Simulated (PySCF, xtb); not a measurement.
B(H)(Cl)(vinyl) (C2H4BCl), SMILES C=CBCl. The values are those of a single conformer.

Harmonic wavenumbers (cm⁻¹) from GFN2-xTB (xtb 6.7.1) at its own minimum, in rising order: 88, 224, 369, 463, 726, 775, 918, 935, 1037, 1071, 1086, 1297, 1408, 1637, 2610, 3035, 3083, 3111.

### Question
What does B3LYP-D3(BJ)/def2-SVP in PySCF give at its own minimum? (Estimate from the structure and the level; the computed values follow.)

### Answer
110, 232, 379, 545, 803, 842, 948, 1021, 1051, 1100, 1134, 1301, 1434, 1665, 2633, 3121, 3145, 3216. Paired by order, the mean absolute difference is 45 cm⁻¹ and the zero-point energies are 34.1 and 35.3 kcal/mol.
